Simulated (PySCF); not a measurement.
CF2InNO, SMILES O=C=[N][In]([F])[F].

Coordinates come from a r2SCAN-D4/def2-SVP optimisation. The structure was generated by enumeration; whether it is a known compound was not checked. The def2 effective core potentials stand for the cores of In; spin–orbit coupling is left out. Other conformers were not sampled.

The numbers are results of B3LYP/def2-TZVP (PySCF), not measurements.

Symmetry labels are those of the subgroup Cs that the program uses (full group Cs).

Computed valence orbital energies around the gap with their symmetry:
| orbital | symmetry | energy (eV) |
|---|---|---|
| HOMO−7 | A' | -12.52 |
| HOMO−6 | A' | -11.67 |
| HOMO−5 | A" | -11.27 |
| HOMO−4 | A" | -10.95 |
| HOMO−3 | A' | -10.94 |
| HOMO−2 | A' | -10.86 |
| HOMO−1 | A' | -9.11 |
| HOMO | A" | -8.99 |
| LUMO | A' | -3.65 |
| LUMO+1 | A" | -2.14 |
| LUMO+2 | A' | -0.02 |
| LUMO+3 | A' | 0.16 |
